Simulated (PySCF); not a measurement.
Can point charges reproduce the dipole moment of `Cc1nn[nH]c1C(F)(F)F`?

Coordinates (GFN2-xTB, Å) and charges (e) from the PBE0/pcSseg-1 density (PySCF):

```json
{"atom": "C1", "x": "1.955", "y": "-0.287", "z": "-0.193", "Mulliken": "-0.1368", "IAO": "-0.4416", "Hirshfeld": "-0.1151", "ESP-fitted": "-0.5724"}
{"atom": "C2", "x": "0.746", "y": "0.531", "z": "0.051", "Mulliken": "-0.0387", "IAO": "+0.0808", "Hirshfeld": "+0.0310", "ESP-fitted": "+0.5784"}
{"atom": "N3", "x": "0.789", "y": "1.856", "z": "0.308", "Mulliken": "-0.2761", "IAO": "-0.1893", "Hirshfeld": "-0.1303", "ESP-fitted": "-0.3289"}
{"atom": "N4", "x": "-0.389", "y": "2.310", "z": "0.478", "Mulliken": "-0.0046", "IAO": "-0.0808", "Hirshfeld": "-0.0695", "ESP-fitted": "-0.2802"}
{"atom": "N5", "x": "-1.255", "y": "1.324", "z": "0.345", "Mulliken": "-0.2805", "IAO": "-0.1084", "Hirshfeld": "-0.0085", "ESP-fitted": "+0.2251"}
{"atom": "C6", "x": "-0.593", "y": "0.164", "z": "0.072", "Mulliken": "-0.0542", "IAO": "-0.0562", "Hirshfeld": "-0.0233", "ESP-fitted": "-0.3553"}
{"atom": "C7", "x": "-1.269", "y": "-1.139", "z": "-0.137", "Mulliken": "+0.9643", "IAO": "+0.8032", "Hirshfeld": "+0.2605", "ESP-fitted": "+0.4893"}
{"atom": "F8", "x": "-2.603", "y": "-1.027", "z": "-0.019", "Mulliken": "-0.2795", "IAO": "-0.2831", "Hirshfeld": "-0.0901", "ESP-fitted": "-0.1558"}
{"atom": "F9", "x": "-0.877", "y": "-2.070", "z": "0.748", "Mulliken": "-0.2634", "IAO": "-0.2747", "Hirshfeld": "-0.0922", "ESP-fitted": "-0.1627"}
{"atom": "F10", "x": "-1.029", "y": "-1.655", "z": "-1.354", "Mulliken": "-0.2635", "IAO": "-0.2748", "Hirshfeld": "-0.0923", "ESP-fitted": "-0.1619"}
{"atom": "H11", "x": "2.030", "y": "-1.084", "z": "0.545", "Mulliken": "+0.1423", "IAO": "+0.1653", "Hirshfeld": "+0.0517", "ESP-fitted": "+0.1673"}
{"atom": "H12", "x": "1.913", "y": "-0.740", "z": "-1.182", "Mulliken": "+0.1423", "IAO": "+0.1653", "Hirshfeld": "+0.0518", "ESP-fitted": "+0.1681"}
{"atom": "H13", "x": "2.830", "y": "0.352", "z": "-0.125", "Mulliken": "+0.1418", "IAO": "+0.1751", "Hirshfeld": "+0.0585", "ESP-fitted": "+0.1555"}
{"atom": "H14", "x": "-2.250", "y": "1.465", "z": "0.442", "Mulliken": "+0.2065", "IAO": "+0.3192", "Hirshfeld": "+0.1676", "ESP-fitted": "+0.2335"}
```

Problem. Form Σ q r in debye for every column and set it beside the full dipole.

Solution. The full density gives (-1.15, -1.27, -0.17) D, 1.72 D in size; dipole vectors point from the negative to the positive end.

```
    scheme     μx     μy     μz  size (D)  share of the full size (%)  angle to the full dipole (°)
  Mulliken   1.81  -2.99  -0.71      3.56                         207                            73
       IAO  -0.39   0.51   0.13      0.65                          38                           101
 Hirshfeld  -0.87  -0.27   0.01      0.91                          53                            31
ESP-fitted  -1.15  -1.19  -0.16      1.67                          97                             2
```

Problem. Which set comes closest?

Solution. Length of the difference vector: ESP-fitted 0.08 D, Hirshfeld 1.05 D, IAO 1.95 D, Mulliken 3.46 D. Closest: ESP-fitted. The schemes that divide the density aren't constrained to reproduce the dipole.

Problem. What is left for the Hirshfeld atoms' own dipoles?

Solution. The Hirshfeld atoms' densities add up to the full density, so μ = Σ q r + Σ (atomic dipoles). The atomic dipoles sum to (-1.15, -1.27, -0.17) − (-0.87, -0.27, 0.01) = (-0.28, -1.00, -0.18) D, 1.05 D in size.

Problem. With the origin at the mean of the coordinates, (0.000, 0.000, -0.002) Å, which are the largest single terms, by size, of the IAO dipole along the direction of the full one?

Solution. C7 +6.56, F8 -3.40, F10 -2.69, F9 -2.69, C1 +2.28 D; all 14 atoms together -0.13 D. The single terms depend on the origin, their sum doesn't.

Problem. Give the size of the full dipole in other units.

Solution. 1.72 D = 0.676 au = 0.358 e·Å = 5.73 × 10⁻³⁰ C·m.

Isolated species at its GFN2-xTB geometry, gas phase.

The values belong to the conformer `[CH3:1][c:2]1[n:3][n:4][nH:5][c:6]1[C:7]([F:8])([F:9])[F:10]`: N5–C6–C7–F8 0°.
